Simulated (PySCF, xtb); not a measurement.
C₂H₅ClFNSi, SMILES N[Si@@H](/C=C/F)Cl. The values are those of a single conformer.

Harmonic wavenumbers (cm⁻¹) from GFN2-xTB in xtb at its own minimum, in rising order: 56, 92, 140, 143, 187, 262, 293, 405, 420, 489, 607, 683, 731, 778, 814, 915, 993, 1074, 1197, 1274, 1502, 1675, 2273, 3062, 3080, 3482, 3527.

### Question
What does ωB97X-D3(BJ)/def2-SVP in PySCF give at its own minimum? (An estimate is asked for; the answer gives what the named calculation found.)

### Answer
83, 128, 171, 223, 257, 331, 356, 435, 449, 532, 729, 784, 866, 874, 900, 932, 1001, 1172, 1215, 1355, 1553, 1750, 2300, 3199, 3230, 3617, 3714. Paired by order, the mean absolute difference is 74 cm⁻¹ and the zero-point energies are 43.1 and 46.0 kcal/mol.
